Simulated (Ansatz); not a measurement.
Cartesian coordinates in Å:
```
N 0.297 1.944 -0.047
Si -0.381 0.793 1.046
Si -0.488 -1.179 -0.202
N 1.093 -1.689 -0.583
Cl -1.636 -0.642 -1.874
H -0.146 2.055 -0.947
H 0.618 2.834 0.301
H 0.544 0.676 2.206
H -1.737 1.111 1.592
H -1.210 -2.332 0.388
H 1.785 -1.001 -0.838
H 1.261 -2.570 -1.042
```

The species carries charge 0 and has multiplicity 1.

(1) List the PBE0/def2-TZVPP orbital energies in eV (Ansatz). (Best estimate.)

Results:

(1) The calculation gave: Occupied: -2766.90, -1803.34, -1802.60, -391.10, -390.96, -258.76, -197.02, -196.91, -196.91, -145.54, -144.90, -100.25, -100.19, -100.17, -99.57, -99.56, -99.54, -24.10, -23.85, -22.55, -15.62, -14.36, -14.04, -13.80, -11.69, -11.29, -10.50, -9.82, -9.64, -8.92, -8.12, -7.90, -7.31. Lowest empty: -0.32, 0.34, 1.09, 1.48, 1.86, 2.02, 2.27, 2.56.
